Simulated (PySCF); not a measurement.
An unknown is described by computed data only.

Formula: C6H8SSi.

- Rotational structure: rotational constants A, B, C: 1.951, 0.769, 0.585 GHz [GFN2-xTB]
- UV, first state: lowest singlet excitation: 2.53 eV (489 nm, f = 0.000) [TDDFT CAM-B3LYP/def2-SVPD]
- Triplet: lowest triplet excitation (Tamm–Dancoff): 2.25 eV [TDA CAM-B3LYP/def2-SVPD]
- 1H NMR: chemical shifts (computed TMS as zero) by class: 4.59 (2 H), 2.59 (1 H), 1.26 (2 H), 1.14 (3 H) ppm [GIAO PBE0/pcSseg-1]
- Dipole: 1.74 D [CAM-B3LYP/def2-SVPD]
- 13C NMR: chemical shifts (computed TMS as zero) by class: 246.6 (1 C), 91.7 (1 C), 73.4 (1 C), 44.9 (1 C), 10.0 (1 C), 8.7 (1 C) ppm [GIAO PBE0/pcSseg-1]

Electronic properties: PySCF, gas phase, density fitting. Levels stand in brackets. One conformer (not necessarily the lowest) at the GFN2-xTB geometry, without solvent, vibrations or thermal averaging. NMR values are class means; diastereotopic atoms form classes of their own.

Task: What is the compound? Reason from the data.

Result: Numbering: `[CH:1]#[C:2][C:3](=[C:4]=[S:5])[SiH2:6][CH2:7][CH3:8]`. Its formula, C6H8SSi, gives 4 degrees of unsaturation: 0 rings and 4 π bonds in the structure found. 6 carbons fall into 6 classes; from least to most shielded: central carbon of cumulated double bonds [C4] (246.6 ppm), terminal alkyne carbon [C1] (91.7 ppm), alkyne carbon [C2] (73.4 ppm), outer carbon of cumulated double bonds [C3] (44.9 ppm), methyl carbon [C8] (10.0 ppm), sp3 carbon bound to silicon [C7] (8.7 ppm). Hydrogen classes from least to most shielded: 2 H on an SiH2 silicon, Si6 (4.59 ppm), 1 H on a terminal alkyne carbon, C1 (2.59 ppm), 2 H on an sp3 carbon bound to silicon, C7 (1.26 ppm), 3 H on a methyl carbon, C8 (1.14 ppm, a mean of values up to 0.6 ppm apart in this geometry). S1 is mainly HOMO→LUMO (weight 0.96); the largest Löwdin shares of the orbital it empties are 0.34 on the sulfur bonded to C, 0.19 on the outer carbon of cumulated double bonds, 0.16 on the central carbon of cumulated double bonds and 0.15 on the terminal alkyne carbon, of the orbital it fills 0.39 on the sulfur bonded to C, 0.38 on the central carbon of cumulated double bonds, 0.10 on the outer carbon of cumulated double bonds and 0.06 on the SiH2 silicon. The optimised geometry has point group C1 and is an asymmetric top. Structure: `C#CC(=C=S)[SiH2]CC`. Computed isomers that give other values at the same levels: `[SiH3]SC1=C[C@@H]2C=C[C@H]12` (lowest singlet excitation: 5.09 eV (244 nm, f = 0.057)); `[SiH3]Sc1ccccc1` (13C chemical shifts (computed TMS as zero) by class: 141.3 (2 C), 140.7 (1 C), 134.9 (2 C), 133.2 (1 C) ppm); `c1csc([C@H]2C[SiH2]2)c1` (13C chemical shifts (computed TMS as zero) by class: 162.5 (1 C), 131.5 (1 C), 126.7 (1 C), 125.4 (1 C), 14.9 (1 C), 9.0 (1 C) ppm). The assignments are read from this structure; whether some other isomer fits the data as well wasn't checked.

Conformer computed: `[CH:1]#[C:2][C:3](=[C:4]=[S:5])[SiH2:6][CH2:7][CH3:8]`: C2–C3–Si6–C7 52°, C3–Si6–C7–C8 -176°.
